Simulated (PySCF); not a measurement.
# Mayer bond orders and bond lengths

Species: C4H5ClFNO.
SMILES with atom numbers: `[NH2:1][C:2](=[O:3])/[C:4]([F:5])=[CH:6]\[CH2:7][Cl:8]` (hydrogens: H9, H10 on N1; H11 on C6; H12, H13 on C7)

Geometry (GFN2-xTB, Å), atoms numbered from 1 in this order:
```
atom  x, y, z in Å
N1     2.4697   -0.1075   -0.2025
C2     1.1708   -0.4601   -0.1312
O3     0.8011   -1.6026    0.0485
C4     0.2206    0.6797   -0.2901
F5     0.8199    1.8473   -0.6444
C6    -1.1008    0.6759   -0.1321
C7    -1.9102   -0.4948    0.2797
Cl8   -2.8145   -0.0648    1.7698
H9     3.1694   -0.8236   -0.1042
H10    2.7571    0.8430   -0.3587
H11   -1.6343    1.6068   -0.2786
H12   -2.6616   -0.7356   -0.4733
H13   -1.2916   -1.3630    0.4995
```

Bond orders from the PBE0/pcSseg-1 density (PySCF). Isolated species at its GFN2-xTB geometry (one conformer only).

(1) How far do the computed orders between heavy atoms stray from the drawn ones?

(2) Give the Mayer order of every bond between heavy atoms, beside its length.

Answers

(1) The largest departure is 0.244, at N1–C2 (drawn single, 1.244). Drawn single, order above 1.12: N1–C2 (1.244).

(2) 
```csv
bond,drawn as,length (Å),Mayer order
N1–C2,single,1.348,1.244
C2–O3,double,1.214,1.873
C2–C4,single,1.492,0.942
C4–F5,single,1.359,0.901
C4–C6,double,1.331,1.834
C6–C7,single,1.482,1.023
C7–Cl8,single,1.795,0.961
```

Bonds between the same two heavy elements. C–C: lowest C2–C4 (0.942, 1.492 Å), highest C4–C6 (1.834, 1.331 Å).

Question: And the bonds to hydrogen?

Answer: H–N: 0.92 to 0.93 (2 bonds); C–H: 0.91 to 0.93 (3 bonds).

Question: Sum the orders of all bonds at each heavy atom with more than one neighbour and set the sums beside the valence in the SMILES.

Answer: N1 3.093 (drawn 3), C2 4.059 (drawn 4), C4 3.677 (drawn 4), C6 3.776 (drawn 4), C7 3.819 (drawn 4). Orders between atoms that aren't bonded are not in these sums.

The Mayer order sums products of elements of PS (density times overlap matrix) between the two atoms' basis functions, so it depends on the basis set.
